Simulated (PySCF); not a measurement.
Atoms are numbered as in `[CH2:1]=[C:2]([C:3]#[N:4])[SiH2:5][PH2:6]` (H(Xn): hydrogen on atom n). Ha(C1) is cis to C3; Hb(C1) is trans to C3.

Geometry: PBE0-D3(BJ)/def2-SVP; GIAO absolute shieldings from PySCF 2.14, gas phase, non-relativistic, averaged over equivalent atoms.

At HF/pcSseg-1 (146 basis functions, 4.6 s wall time on 1 thread of an Intel Xeon 6975P-C, shared host):
```json
{"atoms": "C1", "σ (ppm)": "30.0"}
{"atoms": "C2", "σ (ppm)": "67.3"}
{"atoms": "C3", "σ (ppm)": "69.2"}
{"atoms": "N4", "σ (ppm)": "-70.7"}
{"atoms": "Si5", "σ (ppm)": "423.6"}
{"atoms": "P6", "σ (ppm)": "628.3"}
{"atoms": "Ha(C1)", "σ (ppm)": "24.81"}
{"atoms": "Hb(C1)", "σ (ppm)": "24.81"}
{"atoms": "H(Si5)", "σ (ppm)": "27.27"}
{"atoms": "H(P6)", "σ (ppm)": "29.85"}
```

Q: Predict the values at B97-2/pcSseg-1 on the same geometry.

A: 
| atoms | σ at B97-2/pcSseg-1 | change |
| --- | --- | --- |
| C1 | 30.0 | +0.0 |
| C2 | 60.4 | -6.9 |
| C3 | 63.6 | -5.6 |
| N4 | -57.6 | +13.1 |
| Si5 | 387.1 | -36.5 |
| P6 | 602.3 | -26.0 |
| Ha(C1) | 24.66 | -0.15 |
| Hb(C1) | 24.72 | -0.09 |
| H(Si5) | 26.70 | -0.57 |
| H(P6) | 29.46 | -0.39 |

The largest change is at Si5 (silicon bonded to C, P, 2 H). Cost: 146 basis functions, 9 s wall time on 1 thread of an Intel Xeon 6975P-C, shared host. The order of the carbon signals is the same at both levels.
